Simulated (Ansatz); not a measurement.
C₂H₄F₂Ge (`FC(F)=[CH][GeH3]`) at its PBE0-D4/def2-TZVP geometry, where that method's forces vanish. The species carries charge 0 and has multiplicity 1.

```xyz
9

F     0.4516    2.6347    0.7505
C     0.0882    1.3753    0.6525
F    -0.6203    1.0503    1.7132
C     0.3791    0.5610   -0.3401
Ge   -0.2065   -1.2830   -0.3893
H     0.9726    0.9786   -1.1430
H     0.3475   -2.0546    0.8178
H    -1.7406   -1.3600   -0.3741
H     0.3284   -1.9022   -1.6875
```

(1) What forces (eV/Å) does ωB97M-V/def2-TZVPP give on these atoms in Ansatz 0.2.0? (Best estimate.)

Answers

(1) Ansatz gave: 
```
F1   0.078  0.270  0.022
C2   0.112 -0.235 -0.336
F3  -0.165 -0.092  0.237
C4   0.034  0.076 -0.016
Ge5 -0.055 -0.142  0.015
H6  -0.044 -0.006  0.074
H7  -0.040  0.066 -0.092
H8   0.120  0.013 -0.002
H9  -0.040  0.050  0.099
```
